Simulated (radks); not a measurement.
Values are calculated unless marked as measured or tabulated.
Question: These are the eigenvalues of the occupied orbitals of an atom or ion with whole-number occupations (hartree). Code: a radial shooting solver on a logarithmic mesh with Libxc functionals. Model: scalar-relativistic Kohn-Sham, Slater X-alpha with alpha = 0.862, spin-polarised, spherical densities, point nucleus.

| orbital | eigenvalue |
|---|---|
| 1s down | -218.3340 |
| 1s up | -218.3330 |
| 2s up | -25.74745 |
| 2s down | -25.65431 |
| 2p up | -21.90311 |
| 2p down | -21.83169 |
| 3s up | -3.69609 |
| 3s down | -3.46726 |
| 3p up | -2.64259 |
| 3p down | -2.41717 |
| 3d up | -1.00655 |

Which element is it, and in what charge state? The configuration may be excited. Open shells, if any, are filled with parallel spins first.

Answer: Z = 24, chromium, charge +2: Cr2+ in [Ar] 3d4. The list shows which subshells hold electrons but not how many an open one holds; the 1s level, -218.33 hartree, gives Z - s = 20.9 by -(Z - s)^2/2, which with screening and relativity narrows Z to a few neighbours, and the depths of the outer levels then fix element, charge and occupations together.
